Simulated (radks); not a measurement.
Results of a calculation; reference values are marked as such.
Task: The mean radii <r> (bohr) of the occupied orbitals of an atom or ion are listed with their occupations. Code: a radial shooting solver on a logarithmic mesh with Libxc functionals. Model: non-relativistic Kohn-Sham, PBEsol, spin-unpolarised, spherical densities, point nucleus.

orbital  occ.      <r>
1s          2  0.03464
2s          2   0.1510
2p          6   0.1292
3s          2   0.4152
3p          6   0.4086
3d         10   0.3837
4s          2    1.049
4p          6    1.142
4d          7    1.629
6s          1    9.260

Name the element and its charge.

Result: Z = 44, ruthenium, charge 0: Ru in [Kr] 4d7 6s1. The 1s radius gives Z: for a bare nucleus <r> = 1.5/Z, 0.03409 bohr for Z = 44, and screening makes it slightly larger (0.03464 here). The occupations add up to 44, and the charge is Z minus that.
